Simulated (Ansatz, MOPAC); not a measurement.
System: CH2NS, charge 0, multiplicity 2. SMILES: N[C]=S

Atoms: C1, N2, S3, H4, H5. Bonds: C1-N2, C1-S3, N2-H4, N2-H5.

Bond lengths (Å) and angles (degrees) optimised at PM3 with MOPAC; PBE/6-31G* with Ansatz (an electronic-structure program); B3LYP/LANL2DZ with Ansatz; MP2/6-31G* with Ansatz, each started from the B3LYP-D3(BJ)/def2-TZVP structure (Ansatz) of the last column. A row stands for all coordinates that are equal there; 7 of 8 kinds are shown. 6-31G* holds six Cartesian d functions. No wavenumbers were computed at PBE/6-31G*, B3LYP/LANL2DZ, MP2/6-31G*, so these may be saddle points.

```tsv
coordinate	PM3	PBE/6-31G*	B3LYP/LANL2DZ	MP2/6-31G*	B3LYP-D3(BJ)/def2-TZVP
C1-N2	1.302	1.324	1.338	1.325	1.313
C1-S3	1.471	1.616	1.663	1.595	1.593
N2-H4	0.987	1.019	1.014	1.011	1.007
N2-H5	0.987	1.030	1.021	1.018	1.016
N2-C1-S3	179.9	135.9	136.3	136.0	136.9
C1-N2-H4	121.2	120.4	119.5	120.3	120.6
C1-N2-H5	121.3	123.3	123.5	122.6	122.4
```

Mean signed difference of all 4 bond lengths from B3LYP-D3(BJ)/def2-TZVP: PM3 -0.045 Å, PBE/6-31G* 0.015 Å, B3LYP/LANL2DZ 0.027 Å, MP2/6-31G* 0.005 Å.
